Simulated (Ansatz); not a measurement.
Two members of one family (Oligo(phenylene ethynylene), donor-acceptor), computed with Ansatz in the gas phase. Binding counts from free atoms in the multiplicity of their measured ground term, without zero-point energy. The structures are stationary points that may keep the symmetry of their start.

First: CN(C)c1ccc(C#Cc2ccc(C#Cc3ccc(C#CC#N)cc3)cc2)cc1 (singlet, charge 0, r2SCAN-D4/def2-SVP geometry).

Cartesian coordinates in Å:
```
C -7.024 3.677 -5.236
N -6.672 4.013 -3.875
C -7.363 5.086 -3.194
C -5.624 3.372 -3.258
C -5.226 3.709 -1.938
C -4.170 3.054 -1.319
C -3.452 2.029 -1.972
C -2.370 1.363 -1.333
C -1.437 0.790 -0.783
C -0.341 0.137 -0.152
C 0.974 0.634 -0.295
C 2.045 0.001 0.321
C 1.843 -1.157 1.104
C 2.940 -1.807 1.734
C 3.889 -2.362 2.274
C 4.991 -3.006 2.901
C 5.715 -4.016 2.226
C 6.792 -4.644 2.835
C 7.183 -4.282 4.144
C 8.282 -4.921 4.767
C 9.236 -5.475 5.306
C 10.295 -6.090 5.907
N 11.205 -6.618 6.423
C 6.461 -3.273 4.824
C 5.384 -2.647 4.211
C 0.529 -1.656 1.250
C -0.542 -1.019 0.635
C -3.844 1.697 -3.287
C -4.898 2.345 -3.916
H -6.196 3.872 -5.944
H -7.886 4.280 -5.548
H -7.304 2.611 -5.336
H -6.692 5.934 -2.959
H -8.171 5.461 -3.835
H -7.816 4.745 -2.246
H -5.746 4.495 -1.389
H -3.887 3.333 -0.300
H 1.138 1.530 -0.900
H 3.060 0.392 0.202
H 5.415 -4.297 1.213
H 7.347 -5.424 2.307
H 6.760 -2.992 5.837
H 4.829 -1.868 4.739
H 0.364 -2.551 1.855
H -1.555 -1.413 0.751
H -3.303 0.908 -3.819
H -5.158 2.051 -4.933
```

| level | HOMO (eV) | LUMO (eV) | gap (eV) | binding per atom (eV) |
| --- | --- | --- | --- | --- |
| PBE-D4/def2-SVP | -4.64 | -3.05 | 1.59 | 5.58 |
| PBE0-D4/def2-SVP | -5.59 | -2.42 | 3.17 | 5.44 |

Second: CN(C)c1ccc(C#Cc2ccc(C#Cc3ccc(C#Cc4ccc(C#CC#N)cc4)cc3)cc2)cc1 (singlet, charge 0, r2SCAN-D4/def2-SVP geometry).

Cartesian coordinates in Å:
```
C 3.6112 11.9123 -3.1451
N 2.2768 11.5073 -2.7608
C 1.2140 12.4854 -2.7001
C 2.0198 10.1929 -2.4541
C 0.7240 9.7695 -2.0543
C 0.4699 8.4418 -1.7439
C 1.4835 7.4572 -1.8142
C 1.2184 6.1053 -1.4959
C 0.9868 4.9317 -1.2175
C 0.7198 3.5809 -0.8968
C 1.7188 2.5853 -1.0477
C 1.4565 1.2612 -0.7312
C 0.1844 0.8683 -0.2475
C -0.0824 -0.4828 0.0789
C -0.3158 -1.6531 0.3633
C -0.5852 -3.0022 0.6948
C -1.8505 -3.3839 1.2043
C -2.1148 -4.7057 1.5304
C -1.1256 -5.7042 1.3609
C -1.3951 -7.0533 1.6956
C -1.6305 -8.2212 1.9864
C -1.9018 -9.5679 2.3241
C -0.9154 -10.5697 2.1527
C -1.1802 -11.8899 2.4837
C -2.4445 -12.2603 2.9992
C -2.7161 -13.6066 3.3378
C -2.9516 -14.7746 3.6319
C -3.2140 -16.0734 3.9578
N -3.4395 -17.1889 4.2385
C -3.4337 -11.2630 3.1714
C -3.1667 -9.9433 2.8402
C 0.1391 -5.3241 0.8496
C 0.4034 -4.0022 0.5234
C -0.8147 1.8617 -0.0969
C -0.5540 3.1857 -0.4150
C 2.7729 7.8808 -2.2139
C 3.0383 9.2054 -2.5240
H 3.9489 11.4084 -4.0701
H 4.3524 11.6924 -2.3535
H 3.6234 12.9936 -3.3249
H 1.6056 13.4654 -2.9994
H 0.7968 12.5837 -1.6799
H 0.3801 12.2316 -3.3805
H -0.0930 10.4876 -1.9838
H -0.5370 8.1435 -1.4388
H 2.7045 2.8763 -1.4190
H 2.2356 0.5035 -0.8520
H -2.6201 -2.6203 1.3392
H -3.0946 -4.9886 1.9239
H 0.0635 -10.2889 1.7553
H -0.4127 -12.6565 2.3481
H -4.4121 -11.5445 3.5704
H -3.9330 -9.1772 2.9752
H 0.9097 -6.0877 0.7150
H 1.3830 -3.7190 0.1309
H -1.8006 1.5710 0.2753
H -1.3321 3.9433 -0.2938
H 3.5762 7.1419 -2.2775
H 4.0495 9.4782 -2.8260
```

Task: What does the change do? Estimate second minus first.

Result: 
```json
{"level": "PBE-D4/def2-SVP", "Δ HOMO (eV)": "0.03", "Δ LUMO (eV)": "-0.16", "Δ gap (eV)": "-0.19", "Δ binding per atom (eV)": "0.08"}
{"level": "PBE0-D4/def2-SVP", "Δ HOMO (eV)": "0.18", "Δ LUMO (eV)": "-0.27", "Δ gap (eV)": "-0.45", "Δ binding per atom (eV)": "0.08"}
```
